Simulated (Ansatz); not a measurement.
**Relaxing a trial structure of FGeH2Si2−**

The starting geometry of this gas-phase singlet was optimised with GFN2-xTB.

```json
{"atom": "F", "x (Å)": "-1.8629", "y (Å)": "-0.3665", "z (Å)": "1.0138"}
{"atom": "Ge", "x (Å)": "3.0822", "y (Å)": "0.3041", "z (Å)": "2.6127"}
{"atom": "Si", "x (Å)": "-1.2402", "y (Å)": "0.1962", "z (Å)": "2.4348"}
{"atom": "Si", "x (Å)": "0.9440", "y (Å)": "0.2431", "z (Å)": "2.5149"}
{"atom": "H", "x (Å)": "-1.9418", "y (Å)": "-0.7132", "z (Å)": "3.3819"}
{"atom": "H", "x (Å)": "-1.9580", "y (Å)": "1.4986", "z (Å)": "2.5140"}
```

Question: Where would you expect an optimisation with PBE-D3(BJ)/def2-SVPD to take it?

Answer: New bonds form, giving a structure with H6 bridging Ge2 and Si3, given below by its coordinates. Distances that change by over a tenth: Ge2–Si4 (2.14 → 2.36 Å), Si3–H6 (1.49 → 1.66 Å). Contacts that close: Ge2–Si3 (4.33 → 2.55 Å), Ge2–H6 (5.18 → 1.88 Å).

The energy falls by 0.66 eV over 33 steps:

```csv
step,E − E(last) (eV)
1,0.663
5,0.514
8,0.458
12,0.377
15,0.375
19,0.368
22,0.165
26,0.049
29,0.000
33,0.000
```

Final geometry (Å):

```xyz
6

F    -2.0033    0.2466    1.1142
Ge    1.1439    1.3414    2.7831
Si   -0.8602   -0.1719    2.3180
Si    1.2703   -0.8131    1.8349
H    -1.8085   -0.7444    3.3566
H    -0.7187    1.3037    3.0654
```

Frequencies at the end are all real (lowest 136 cm⁻¹). Run with Ansatz 0.2.0, 72 s on 2 threads of Intel(R) Xeon(R) Platinum 8259CL CPU @ 2.50GHz (Skylake/Cascade Lake) (shared host).
